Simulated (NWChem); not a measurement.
Molecule: C$_{2}$H$_{8}$BNO; SMILES CCB(N)O

```xyz
13

B      0.0121     0.5749    -0.0776
C     -0.6433    -0.8335    -0.3897
C      0.0496    -2.0112     0.2914
H     -0.5942    -0.9679    -1.4872
H     -1.7200    -0.8256    -0.1455
H     -0.0269    -1.9446     1.3889
H      1.1220    -2.0325     0.0455
H     -0.3833    -2.9793    -0.0078
O      1.3846     0.6402    -0.0905
H      1.7349     1.5166     0.0900
N     -0.7843     1.7137     0.1809
H     -0.4251     2.6440     0.3503
H     -1.7929     1.6654     0.2009
```
Atoms are numbered in this order, from 1.

All runs: NWChem. Medium grid unless said otherwise, to which SCAN and Minnesota functionals are sensitive. All runs use the structure optimised with PBE0/def2-SVP. Not confirmed as a minimum by frequencies. Hybrids' shares of exact exchange are those that their runs print; pure functionals count as 0. The functionals differ in more than this share.

| row | share of exact exchange | orbital gap (eV) |
|---|---|---|
| PBE/def2-SVP | 0.00 | 6.50 |
| LDA (Slater exchange, VWN5)/def2-SVP | 0.00 | 6.51 |
| B3LYP/def2-SVP | 0.20 | 8.28 |
| PBE0/def2-SVP | 0.25 | withheld |
| M06-2X/def2-SVP | 0.54 | 11.15 |

Problem. Fit a straight line of the last column on the one before it, predict the withheld value, and compare with the run.

Solution. 
1. Means of the 4 shown rows: x = 0.185, y = 8.110. Slope Σ(x − x̄)(y − ȳ)/Σ(x − x̄)² = 1.676/0.1947 = 8.606; intercept 6.518.
2. The shown rows scatter about the line by 0.024 (root mean square); the largest residual is +0.04, at B3LYP/def2-SVP.
3. At x = 0.25 (PBE0/def2-SVP; inside the shown range) the line gives 8.67.
4. The run gives 8.98, +0.31 from the line, 13.0 times the scatter.
